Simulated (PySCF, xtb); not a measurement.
Sn(H)(F)(NH2)2 (FH₅N₂Sn), SMILES [F][SnH]([NH2])[NH2]. Other conformers were not sampled.

Harmonic wavenumbers (cm⁻¹) from GFN2-xTB run with xtb at its own minimum, in rising order: 98, 121, 136, 149, 168, 380, 443, 475, 485, 538, 697, 704, 765, 795, 1459, 1465, 1563, 3385, 3396, 3417, 3428.

**Question.** What does PySCF 2.14.0 with B3LYP-D3(BJ)/def2-SVP give at its own minimum? (An estimate is asked for; the answer gives what the named calculation found.)

**Answer.** 98, 129, 155, 182, 191, 502, 531, 540, 595, 604, 643, 649, 835, 871, 1533, 1543, 1949, 3503, 3506, 3599, 3599. Paired by order, the mean absolute difference is 91 cm⁻¹ and the zero-point energies are 34.4 and 36.8 kcal/mol.
